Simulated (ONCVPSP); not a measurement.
# Before and after: ONCV potential for manganese

ONCVPSP 4.0.1 input, shortened (lines: element, Z, core and valence counts, functional; n l f; lmax; l rc ep ncon nbas qcut; lloc lpopt rc5 dvloc0; l nproj debl; icmod fcfact rcfact), LDA (Perdew-Wang 92), scalar-relativistic:

```
  Mn 25.00    3    4  -001012      upf
    1    0    2.00
    2    0    2.00
    2    1    6.00
    3    0    2.00
    3    1    6.00
    3    2    5.00
    4    0    2.00
    2
    0    1.30    0.00    3    6    9.10
    1    1.30    0.00    3    8   10.50
    2    1.05    0.00    4    9   14.70
    4    5    0.95    6.00
    0    3    4.00
    1    2    1.50
    2    1    0.90
    0    0.00    0.00
```

In the p channel the program set the typed energies aside and used -2.002, 0.250 Ha.

Change: local potential polynomial inside 0.95 bohr (lpopt 5, dvloc0 -1.5 Ha).

Cutoffs: the cutoffs (Ha) at which the residual kinetic energy of the hardest occupied pseudo-wave falls to 1 and 0.1 mHa per electron; they do not see the model core or the augmentation charge, which bear on the density cutoff. Errors are all-electron minus pseudo energies relative to the spin-unpolarised reference configuration.

**Question.** Predict the effect on cutoff, ghosts and configuration errors.

**Answer.** The potential gets neither clearly harder nor softer (80 Ha and 92 Ha → 80 Ha and 92 Ha); the bound ghost in s disappears; of the 4 tests that both files solve, the error grows in 1 and shrinks in 1 by more than 15 % and 0.3 meV (median size 3.9 → 2.4 meV). In the separable form a ghost depends on how the local part lies against the semilocal potential of the channel, so the choice of the local part can create or remove one.

```tsv
quantity	base	changed
cutoff, loose	80 Ha	80 Ha
cutoff, tight	92 Ha	92 Ha
bound ghosts	s	none
GHOST(+) flags under 300 eV	none	none
error for 3s2 3p6 3d5 4s1, meV [ΔE 8.65 eV]	-0.1	-0.2
error for 3s2 3p6 3d5 4s0, meV [ΔE 24.52 eV]	+0.8	+0.7
error for 3s2 3p6 3d4 4s0, meV [ΔE 57.33 eV]	-7.4	-4.2
error for 3s2 3p6 3d4 4s2 4p1, meV [ΔE 7.93 eV]	+7.0	+9.0
s: phases at 1.32 bohr within 0.05 rad from the reference energy up to (Ha; the scan ends near 5)	to the end of the scan	to the end of the scan
p: phases at 1.32 bohr within 0.05 rad from the reference energy up to (Ha; the scan ends near 5)	to the end of the scan	to the end of the scan
d: phases at 1.06 bohr within 0.05 rad from the reference energy up to (Ha; the scan ends near 5)	4.4	to the end of the scan
```

 A true bound ghost makes a file unfit for plane-wave use even where its test errors are small: the radial tests pick states by their node count and pass the ghost by.
